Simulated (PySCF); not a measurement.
**A ladder of Hamiltonians for Ni¹⁸⁺ (nickel, charge +18)**

Occupied: 1s1/2, 2s1/2, 2p1/2, 2p3/2. Hartree-Fock calculated with PySCF 2.14 in an even-tempered Gaussian basis (20 s from 1.3 bohr⁻², ratio 2.3; 14 p from 1.6 bohr⁻², ratio 2.3), Gaussian nucleus throughout. NR is non-relativistic, sf-X2C the spin-free one-electron X2C Hamiltonian, X2C adds the bare one-electron spin-orbit term, X2C-SNSO screens it by Boettger's factors, DC is four-component Dirac-Coulomb, and the Gaunt and Breit terms are added at first order (total energies over the DC spinors, levels after relaxing the spinors in that mean field). QED terms are absent. Levels marked empty are virtual spinors of this ion.

```
Hamiltonian  E (hartree)  E − E(DC) (hartree)  CPU seconds
         NR   -1338.1100              11.9761         0.55
     sf-X2C   -1349.8491               0.2370         0.32
        X2C   -1349.8845               0.2016         0.41
   X2C-SNSO   -1349.8795               0.2065         0.41
         DC   -1350.0861               0.0000           19
   DC+Gaunt   -1349.4788               0.6073           34
   DC+Breit   -1349.5292               0.5569          100
```

Task: Give the 2p spin-orbit interval with each Hamiltonian that has one.

Result: X2C 19.97; X2C-SNSO 18.52; DC 18.36; DC+Gaunt 17.92; DC+Breit 17.92 (eV).

```
   level (eV)       NR   sf-X2C      X2C  X2C-SNSO       DC  DC+Gaunt  DC+Breit
        1s1/2  -8996.1  -9085.0  -9084.9   -9085.0  -9089.0   -9079.0   -9079.5
        2s1/2  -1671.4  -1692.9  -1692.8   -1692.8  -1693.2   -1692.4   -1692.5
        2p1/2  -1542.5  -1548.2  -1561.6   -1560.6  -1560.7   -1559.3   -1559.4
        2p3/2  -1542.5  -1548.2  -1541.6   -1542.1  -1542.4   -1541.3   -1541.5
3s1/2 (empty)  -600.97  -606.47  -606.47   -606.47  -606.55   -606.36   -606.38
3p1/2 (empty)  -563.06  -565.08  -567.91   -567.70  -567.72   -567.40   -567.45
3p3/2 (empty)  -563.06  -565.08  -563.71   -563.81  -563.86   -563.64   -563.69
```

Weight of the small component: 1s1/2 0.0102, 2s1/2 0.00199, 2p1/2 0.00195, 2p3/2 0.00192, 3s1/2 0.000643, 3p1/2 0.000623, 3p3/2 0.000618.

Koopmans' value for the highest occupied level at DC+Breit: 1541.5 eV, against an ionisation energy of 1540.1 ± 0.5 eV (measured; NIST Atomic Spectra Database, ionization energies); the former lacks relaxation, correlation, QED and recoil.

The whole ladder took 160 s of wall time on 1 thread of Neoverse-N1 (shared host), launched as `OMP_NUM_THREADS=1 python relrun2.py TASK.json OUT` (a driver that calls PySCF for each Hamiltonian).

Dirac-Coulomb iterations, started from the X2C spinors:

```
with_ssss True, with_gaunt False, with_breit False
light speed = 137.03599967994
init E= -1349.10883678446
cycle= 1 E= -1350.08604730885  delta_E= -0.977  |g|= 0.191  |ddm|= 0.0174
cycle= 2 E= -1350.08607325124  delta_E= -2.59e-05  |g|= 0.00366  |ddm|= 0.00132
cycle= 3 E= -1350.08607338404  delta_E= -1.33e-07  |g|= 0.000287  |ddm|= 0.000128
cycle= 4 E= -1350.08607338489  delta_E= -8.51e-10  |g|= 1.44e-06  |ddm|= 8.75e-06
```
